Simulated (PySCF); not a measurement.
CH5GeNO.
Bonds: O1–C2 (double), C2–N3, N3–Ge4. Hydrogens: H5 on C2; H6 on N3; H7, H8, H9 on Ge4.

Level of theory: core-valence-separated Tamm–Dancoff BHandHLYP/aug-pcX-1 (pcseg-1 on H, def2-SVPD on Ge) in PySCF, non-relativistic, gas phase, PBE0-D3(BJ)/def2-SVP geometry.

Computed nitrogen K-edge spectrum, Gaussian lines of 0.4 eV full width, highest printed point 100; it ends one width below the last computed root. BHandHLYP without relativity tends to put these K edges a few eV too low, so spacings mean more than positions.

```csv
photon energy (eV),absorption
399.1,1
399.2,6
399.3,18
399.4,43
399.5,73
399.6,92
399.7,90
399.8,70
399.9,44
400.0,25
400.1,24
400.2,45
400.3,78
400.4,100
400.5,91
400.6,59
400.7,27
400.8,9
400.9,2
401.0,0
401.1,0
401.2,0
401.3,0
401.4,1
401.5,3
401.6,8
401.7,16
401.8,25
401.9,31
402.0,27
402.1,19
402.2,12
402.3,11
402.4,12
402.5,11
402.6,8
402.7,5
```

Task: Where are the maxima, and which lines make them up?

Result: 4 maxima:
- 399.6 eV: N3 (amide nitrogen), 399.58 eV, f = 0.025, 70 % of the height at the exact maximum; N3 (amide nitrogen), 399.78 eV, f = 0.014, 30 % of the height at the exact maximum
- 400.4 eV: N3 (amide nitrogen), 400.42 eV, f = 0.035, 100 % of the height at the exact maximum
- 401.9 eV: N3 (amide nitrogen), 401.93 eV, f = 0.010, 92 % of the height at the exact maximum
- 402.4 eV: N3 (amide nitrogen), 402.43 eV, f = 0.004, 91 % of the height at the exact maximum

Roots within 0.03 eV on the same or equivalent atoms count as one line; shares under 12 % aren't listed.

Vibrational structure and lifetime widths aren't in the curve. The ionisation threshold wasn't computed; near and above it a finite basis only mimics Rydberg series and continuum. The BHandHLYP/aug-pcX-1 (pcseg-1 on H, def2-SVPD on Ge) calculation is non-relativistic and has no spin–orbit coupling, an omission that weighs most on germanium.

Shape of the structure used: `[O:1]=[CH:2][NH:3][GeH3:4]`: O1–C2–N3–Ge4 0°.

One conformer stands for the species.
